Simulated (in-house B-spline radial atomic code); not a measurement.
Multiplet parameters of the 2p2 shell in the oxygen ion O²⁺ ([He] 2s2 2p2). Computed with an all-electron radial atomic-structure program (B-spline basis): non-relativistic Hartree-Fock, average of configuration, point nucleus.

Slater integrals: F^2 = 94114 cm⁻¹. Central-field spin-orbit parameter ζ(2p) = 266.5 cm⁻¹ (bare central field on non-relativistic orbitals, without two-electron terms: too large for light atoms, too small for heavy ones).

With F₂ = F^2/25 = 3765 cm⁻¹:

Task: Where do the terms lie in LS coupling, without spin-orbit interaction?

Result: In cm⁻¹ above the Hund's-rule term:
| term | expression | energy |
| --- | --- | --- |
| 3P | 0 F₂ | 0 |
| 1D | 6 F₂ | 22587 |
| 1S | 15 F₂ | 56468 |

Task: How far can these numbers be trusted?

Result: Fits to spectra need these integrals scaled down, since correlation screens the repulsion. Here ζ is 0.07 times F₂, so LS coupling is a fair start, though levels of equal J in close terms still mix.
